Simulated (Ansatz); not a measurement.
N₂, triplet, geometry from GFN2-xTB (a higher spin typed on purpose: for a closed-shell molecule this is an excited state); REVPBE/def2-SVP run with Ansatz (a program for electronic structure).

The Ansatz input:
Ansatz 0.2 input:
```yaml
crystal:
  periodic: [false, false, false]
  atoms:
    - {symbol: N, position_ang: [-0.00000000, -0.00000000, -0.57776211]}
    - {symbol: N, position_ang: [0.00000000, 0.00000000, 0.57776211]}
basis:
  gaussian:
    orbitals: def2-SVP
hamiltonian:
  xc: revpbe
magnetization: {spin_polarized: true, initial_magnetization: 2}
accuracy: high
```

What the program printed (banner, timings and long lists left out):

```
Functional definition: revPBE
577 factors; integrals over basis functions are off by at most 2.3e-9 eV
mean field evaluation 1: about -2969.5433 eV, gradient 1.4e1 eV
mean field evaluation 2: about -2969.7967 eV, gradient 1.2e1 eV
mean field evaluation 4: about -2970.4693 eV, gradient 2.5e-1 eV
mean field evaluation 8: about -2970.4660 eV, gradient 2.7e-3 eV
mean field evaluation 16: about -2970.4660 eV, gradient 2.6e-8 eV
mean field evaluation 32: about -2970.2659 eV, gradient 1.8e-1 eV
mean field evaluation 64: about -2969.5834 eV, gradient 6.6e0 eV
mean field -2970.46604754 eV, -109.1626137930 hartree, gradient 1.2e-8 eV, S^2 2.002971; 7 other end points of the search recorded, 0 dependent functions left out
reference -2970.46604895 eV, -109.1626138448 hartree; 8, 6 occupied and 20, 22 virtual orbitals, 577 factors
Total energy: -2970.46604895 eV, -109.1626138448 hartree
```
